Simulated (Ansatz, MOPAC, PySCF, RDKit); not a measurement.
Two conformers of C3H8O2 (SMILES OCCCO), B3LYP-D3(BJ)/def2-TZVP minima.
Conformer 1 (charge 0, multiplicity 1):
```xyz
13

O      1.179     1.380     0.130
C      1.152    -0.013     0.473
C      0.072    -0.791    -0.269
C     -1.340    -0.284     0.008
O     -1.580     1.013    -0.515
H      1.472     1.462    -0.785
H      2.136    -0.462     0.304
H      0.959    -0.034     1.547
H      0.141    -1.841     0.034
H      0.263    -0.757    -1.347
H     -1.528    -0.308     1.091
H     -2.072    -0.942    -0.463
H     -0.855     1.577    -0.210
```
Conformer 2 (charge 0, multiplicity 1):
```json
[
 {"atom": "O", "x (Å)": "-1.7926", "y (Å)": "0.0557", "z (Å)": "1.0541"},
 {"atom": "C", "x (Å)": "-1.2982", "y (Å)": "-0.5261", "z (Å)": "-0.1505"},
 {"atom": "C", "x (Å)": "0.0229", "y (Å)": "0.0769", "z (Å)": "-0.6102"},
 {"atom": "C", "x (Å)": "1.1578", "y (Å)": "-0.1399", "z (Å)": "0.3822"},
 {"atom": "O", "x (Å)": "2.3987", "y (Å)": "0.3886", "z (Å)": "-0.0784"},
 {"atom": "H", "x (Å)": "-2.0123", "y (Å)": "0.9774", "z (Å)": "0.8802"},
 {"atom": "H", "x (Å)": "-1.1695", "y (Å)": "-1.5867", "z (Å)": "0.0749"},
 {"atom": "H", "x (Å)": "-2.0434", "y (Å)": "-0.4504", "z (Å)": "-0.9506"},
 {"atom": "H", "x (Å)": "-0.1131", "y (Å)": "1.1522", "z (Å)": "-0.7845"},
 {"atom": "H", "x (Å)": "0.3028", "y (Å)": "-0.3619", "z (Å)": "-1.5725"},
 {"atom": "H", "x (Å)": "1.3298", "y (Å)": "-1.2093", "z (Å)": "0.5183"},
 {"atom": "H", "x (Å)": "0.8907", "y (Å)": "0.2756", "z (Å)": "1.3587"},
 {"atom": "H", "x (Å)": "2.3263", "y (Å)": "1.3479", "z (Å)": "-0.1217"}
]
```

No zero-point or thermal terms.

Rows in 6-31G* carry no dispersion term and start afresh at each structure (6-31G* with six Cartesian d functions). The state that PM3 reach isn't checked.

Run with Ansatz (Gaussian orbitals); MOPAC for PM3 (differences of heats of formation); PySCF for 6-31G* rows; RDKit for the force fields. Each number belongs to the level named beside it.

One of these levels gives 0.16 kcal/mol for the electronic energy of conformer 2 less that of conformer 1. Which?
A. PM3
B. MMFF94
C. PBE/def2-TZVPP
D. M06-2X/6-31G*

A, PM3. The others give 1.42 (MMFF94), 2.77 (PBE/def2-TZVPP), 4.23 (M06-2X/6-31G*)

Ansatz is an electronic-structure program.
